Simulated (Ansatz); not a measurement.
Geometry optimisation, Ansatz 0.2.0, RKS B3LYP-D4/def2-SVP.

The input (input.yaml):

```yaml
crystal:
  periodic: [false, false, false]
  atoms:
    - { symbol: "N", position_ang: [0.1736, 0.281, 2.3325] }
    - { symbol: Si, position_ang: [0.7008, 0.5867, 0.7478] }
    - { symbol: C, position_ang: [1.0191, -0.9935, -0.235] }
    - { symbol: C, position_ang: [0.02, -0.9009, -1.2509] }
    - { symbol: C, position_ang: [-0.8489, 0.158, -1.174] }
    - { symbol: O, position_ang: [-1.8871, 0.3874, -2.021] }
    - { symbol: O, position_ang: [-0.5953, 1.1049, -0.1494] }
    - { symbol: H, position_ang: [-0.6929, -0.2027, 2.2513] }
    - { symbol: H, position_ang: [-0.1499, 1.2379, 2.757] }
    - { symbol: H, position_ang: [1.7947, 1.5912, 0.7774] }
    - { symbol: H, position_ang: [2.0226, -0.9748, -0.6821] }
    - { symbol: H, position_ang: [0.9689, -1.8856, 0.4098] }
    - { symbol: H, position_ang: [-0.2361, -1.6455, -2.0221] }
    - { symbol: H, position_ang: [-2.3027, 1.2267, -1.7125] }
basis:
  gaussian: { orbitals: def2-SVP }
hamiltonian:
  xc: b3lyp
  dispersion: d4
relax:
  f_tol: 0.015
  max_steps: 40
output:
  orbitals: {}
```

Launched with:

```bash
$ ansatz run input.yaml --threads 2 --pin off --max-ram 3072MiB --backend cpu --events-out ev --progress --plain --runs-dir out
```

Problem. Where does it end, and by what steps?

Solution. The run converged. After 9 steps the energy has fallen by 0.668 eV; H8 moved furthest, 0.42 Å.

```json
{"step": "0", "energy less start (eV)": "0.0000", "largest force component (eV/Å)": "3.722", "accepted": "yes"}
{"step": "1", "energy less start (eV)": "-0.4678", "largest force component (eV/Å)": "1.455", "accepted": "yes"}
{"step": "2", "energy less start (eV)": "-0.6066", "largest force component (eV/Å)": "0.867", "accepted": "yes"}
{"step": "3", "energy less start (eV)": "-0.6346", "largest force component (eV/Å)": "0.559", "accepted": "yes"}
{"step": "4", "energy less start (eV)": "-0.6609", "largest force component (eV/Å)": "0.169", "accepted": "yes"}
{"step": "5", "energy less start (eV)": "-0.6660", "largest force component (eV/Å)": "0.217", "accepted": "yes"}
{"step": "6", "energy less start (eV)": "-0.6667", "largest force component (eV/Å)": "0.173", "accepted": "yes"}
{"step": "7", "energy less start (eV)": "-0.6679", "largest force component (eV/Å)": "0.037", "accepted": "yes"}
{"step": "8", "energy less start (eV)": "-0.6679", "largest force component (eV/Å)": "0.072", "accepted": "no"}
{"step": "9", "energy less start (eV)": "-0.6682", "largest force component (eV/Å)": "0.009", "accepted": "yes"}
```

```xyz
14
Properties=species:S:1:pos:R:3
N 0.116 0.360 2.333
Si 0.634 0.624 0.721
C 0.996 -0.972 -0.223
C -0.091 -0.949 -1.276
C -0.848 0.167 -1.280
O -1.861 0.437 -2.119
O -0.610 1.149 -0.368
H -0.501 -0.412 2.566
H 0.018 1.125 2.993
H 1.637 1.714 0.759
H 2.016 -0.980 -0.651
H 0.942 -1.850 0.447
H -0.256 -1.751 -1.996
H -2.206 1.308 -1.878
```

Whether the end is a true minimum wasn't checked by a vibrational analysis.

The run took 37 s on 2 threads of AMD EPYC 9R14 (Zen 4), with other jobs on the host, peak memory 0.41 GiB.
